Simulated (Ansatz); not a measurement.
## Torsion profile

SiH$_{2}$SI (SMILES [SH+]=[SiH]I) (charge +1), closed shell, at its PBE0-D4/def2-TZVP minimum:

```json
{"atom": "S1", "x (Å)": "-1.4866", "y (Å)": "0.4795", "z (Å)": "-0.4960"}
{"atom": "Si2", "x (Å)": "0.3241", "y (Å)": "0.2564", "z (Å)": "0.4179"}
{"atom": "I3", "x (Å)": "1.8690", "y (Å)": "-1.4088", "z (Å)": "-0.0683"}
{"atom": "H4", "x (Å)": "-1.3205", "y (Å)": "-0.5863", "z (Å)": "-1.3092"}
{"atom": "H5", "x (Å)": "0.6141", "y (Å)": "1.2592", "z (Å)": "1.4557"}
```

The dihedral angle H4–S1–Si2–I3 (0.0° at the minimum) is set to the values below, with the rest relaxed at PBE0-D4/def2-TZVP at each step (the four atoms are held in place, so their three bonds and two angles keep the values of the minimum). Each method's energies count from its own value at the PBE0-D4 minimum structure. Ansatz 0.2.0; basis: def2-TZVPP; cores frozen in the correlated methods. Filled d shells of the heavier atoms are correlated. Core potentials replace the inner electrons of the atoms past krypton. The def2 sets are not built for correlating such inner shells, so the correlated values are less sure here. B3LYP uses VWN-RPA correlation.

```json
{"dihedral angle (°)": "-172.4", "CCSD(T) (kJ/mol)": "?", "B3LYP-D4 (kJ/mol)": "2.57", "wB97M-V (kJ/mol)": "2.71", "r2SCAN-D4 (kJ/mol)": "2.88"}
{"dihedral angle (°)": "-132.4", "CCSD(T) (kJ/mol)": "24.55", "B3LYP-D4 (kJ/mol)": "24.00", "wB97M-V (kJ/mol)": "24.04", "r2SCAN-D4 (kJ/mol)": "24.98"}
{"dihedral angle (°)": "-92.4", "CCSD(T) (kJ/mol)": "?", "B3LYP-D4 (kJ/mol)": "48.90", "wB97M-V (kJ/mol)": "48.47", "r2SCAN-D4 (kJ/mol)": "50.49"}
{"dihedral angle (°)": "-52.4", "CCSD(T) (kJ/mol)": "25.17", "B3LYP-D4 (kJ/mol)": "24.45", "wB97M-V (kJ/mol)": "24.67", "r2SCAN-D4 (kJ/mol)": "25.12"}
{"dihedral angle (°)": "-12.4", "CCSD(T) (kJ/mol)": "?", "B3LYP-D4 (kJ/mol)": "1.50", "wB97M-V (kJ/mol)": "1.52", "r2SCAN-D4 (kJ/mol)": "1.54"}
{"dihedral angle (°)": "27.6", "CCSD(T) (kJ/mol)": "7.56", "B3LYP-D4 (kJ/mol)": "7.31", "wB97M-V (kJ/mol)": "7.41", "r2SCAN-D4 (kJ/mol)": "7.50"}
{"dihedral angle (°)": "67.6", "CCSD(T) (kJ/mol)": "37.87", "B3LYP-D4 (kJ/mol)": "37.03", "wB97M-V (kJ/mol)": "37.15", "r2SCAN-D4 (kJ/mol)": "38.07"}
{"dihedral angle (°)": "107.6", "CCSD(T) (kJ/mol)": "44.08", "B3LYP-D4 (kJ/mol)": "43.65", "wB97M-V (kJ/mol)": "43.30", "r2SCAN-D4 (kJ/mol)": "45.23"}
{"dihedral angle (°)": "147.6", "CCSD(T) (kJ/mol)": "13.15", "B3LYP-D4 (kJ/mol)": "12.79", "wB97M-V (kJ/mol)": "12.91", "r2SCAN-D4 (kJ/mol)": "13.42"}
```

**Question.** Fill in the withheld CCSD(T) values. (An estimate is asked for; the value comes from the calculation.)

**Answer.** The calculation gives: 2.67 kJ/mol at -172.4°; 49.26 kJ/mol at -92.4°; 1.56 kJ/mol at -12.4°. These count from the CCSD(T) energy at the PBE0-D4 minimum.

Largest difference from the CCSD(T) curve over the scan: PBE-D4 1.38; PBE0-D4 0.87; HF 1.24; MP2 0.72 kJ/mol. Each curve counts from its own value at the minimum.

The T1 diagnostic stays at or below 0.014.

For scale, one of the runs: CCSD(T)/def2-TZVPP, 162 basis functions (an equivalent command: `ansatz run in.yaml --threads 2`). Time: 32 s of wall clock on 2 CPU threads; the host was shared. Peak host memory: 1.2 GiB.
